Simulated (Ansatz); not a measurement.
The cluster Sn3F5, relaxed as a doublet with UKS r2SCAN-D4/def2-SVP in Ansatz, starting from the GFN1-xTB geometry. Force threshold 0.03 eV/Å.

In the def2 sets Sn takes a core potential; there is no spin–orbit coupling. The relaxation made no stability test and no search for a lower SCF solution. Another isomer (doublet) lies 0.25 eV lower at PBE0-D4/def2-TZVP; other spin states weren't run for this one.

Start:

```xyz
8

Sn   -1.595   -0.022   -0.385
Sn    0.985    1.562    0.755
Sn    0.949   -1.402    1.060
F     0.673   -0.081   -0.699
F    -0.981   -2.053    0.458
F    -0.936    2.122    0.039
F    -1.704   -0.208   -2.356
F     2.608    0.081    1.127
```

Q: Estimate the energy that the relaxation releases and the steps that it takes.

A: 26.9 kcal/mol, in 12 steps; 40 s on 4 threads of Intel Xeon Platinum 8375C on a shared host. No frequencies were taken in this run, so the end may be a saddle point.

Q: Does the start keep its bonding and symmetry?

A: Bonds lost: Sn1–F4 (atoms count from 1). Point group Cs at the start, Cs at the end, both within 0.05 Å.

Q: Predict the relaxed structure.

A: 
```xyz
8

Sn   -2.3788   -0.0207   -0.4905
Sn    1.1287    1.5831    0.6713
Sn    1.0932   -1.4453    0.9731
F     1.0279   -0.0812   -0.6925
F    -1.0569   -1.3953    0.4375
F    -1.0229    1.4791    0.1497
F    -1.4802   -0.2046   -2.2177
F     2.6892    0.0848    1.1692
```
Bond lengths (bridged metal pairs left out): 9 × F–Sn 1.96 to 2.22 Å.
